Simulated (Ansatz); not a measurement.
The first iterations of a band of ClH5Si2 + H4OSi (14 atoms, charge 0, multiplicity 1).

Method: RKS PBE0-D4/cc-pVDZ (Ansatz 0.2.0).

| Property | Result |
| --- | --- |
| movable images | 7 |
| climbing image | yes |
| spring | 5.0 eV/Å² |
| optimiser | quadratic models (default) |
| start path | through a guess of the saddle point |
| force threshold | 0.05 eV/Å |
| iteration limit | 60 |
| end points | relaxed |

Image 0:

```xyz
14
Properties=species:S:1:pos:R:3
Si 0.134 0.468 0.046
Si -0.319 0.257 2.344
H -1.311 -0.833 2.590
H 0.947 0.008 3.104
H -0.904 1.551 2.838
H 1.528 0.077 -0.331
H -0.102 1.865 -0.445
Cl -1.186 -0.728 -1.076
O 0.788 -2.268 1.214
Si -0.066 -3.658 0.723
H 0.120 -3.925 -0.738
H 0.425 -4.846 1.499
H -1.492 -3.379 1.047
H 1.748 -2.331 1.138
```

Image 8:

```xyz
14
Properties=species:S:1:pos:R:3
Si -0.001 -0.476 -0.764
Si 0.403 -0.033 3.298
H -0.952 -0.654 3.153
H 0.899 -0.233 4.697
H 0.312 1.432 3.003
H 1.216 0.253 -1.208
H -0.789 0.269 0.263
Cl -1.250 -0.710 -2.414
O 0.469 -1.966 -0.202
Si -0.202 -3.423 0.331
H 0.777 -4.502 0.007
H -0.414 -3.347 1.810
H -1.508 -3.674 -0.357
H 1.349 -0.677 2.334
```

| iteration | highest image above the first end (eV) | largest band force component (eV/Å) |
| --- | --- | --- |
| 1 | 9.659 | 33.435 |
| 2 | 5.038 | 7.779 |
| 3 | 2.586 | 3.762 |
| 4 | 2.088 | 2.642 |
| 5 | 1.762 | 1.712 |
| 6 | 1.486 | 3.401 |
| 7 | 1.223 | 1.222 |
| 8 | 1.119 | 0.537 |
| 9 | 1.154 | 1.651 |
| 10 | 1.114 | 1.283 |
| 11 | 1.064 | 1.254 |
| 12 | 1.501 | 1.459 |

Question: Does the band converge within its limit, and where does its top end?

Answer: The run converged. It ended after 36 iterations with the highest image 1.461 eV above the first end. Neighbouring images differ by up to 2.1 eV, so the band resolves the path poorly. A vibrational analysis at the climbing image gives one clearly imaginary mode, 772i cm⁻¹: a first-order saddle point. The orbitals stay closed-shell, which can raise the energy where a bond breaks towards radicals; this wasn't checked here.

Time of the run: 9.5 min on 4 threads of Arm Neoverse V2 (shared host), peak memory 0.4 GiB.
